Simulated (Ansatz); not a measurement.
Reaction (hydrogenolysis of the Si–Si bond): `[SiH3][SiH2][SiH2][GeH3]` + H₂ → `[SiH3][SiH2][GeH3]` + SiH₄

Calculated with Ansatz (gas phase, PBE0-D4/def2-TZVP geometries, no zero-point term in ΔE). CCSD(T)/CBS is the MP2 limit (def2-TZVPP, def2-QZVPP) plus CCSD(T) − MP2 in def2-TZVPP, frozen cores. This one scheme is used for every species. For Ge outer-core shells are correlated without core-valence functions, which leaves a few kJ/mol of doubt a bond. Scalar relativity is left out up to krypton. One conformer a species, not always the lowest.

| species | CCSD(T)/CBS(def2) energy (Eh) |
| --- | --- |
| `[SiH3][SiH2][SiH2][GeH3]` | -2949.34842 |
| H₂ | -1.17544 |
| `[SiH3][SiH2][GeH3]` | -2659.06477 |
| SiH₄ | -291.46306 |

Q: Work out ΔE.

A: ΔE = (-2659.06477) + (-291.46306) − (-2949.34842) − (-1.17544) = -0.00397 Eh = -2.5 kcal/mol.

Largest T1 diagnostic among the species: 0.013.

In def2-TZVPP, CCSD(T) changes the Hartree–Fock value by +7.8 kcal/mol (the triples alone add +1.4 kcal/mol) and MP2 by +8.3 kcal/mol. At CCSD(T), def2-SVP lies −3.3 kcal/mol from the extrapolated value and def2-TZVPP −1.0 kcal/mol.
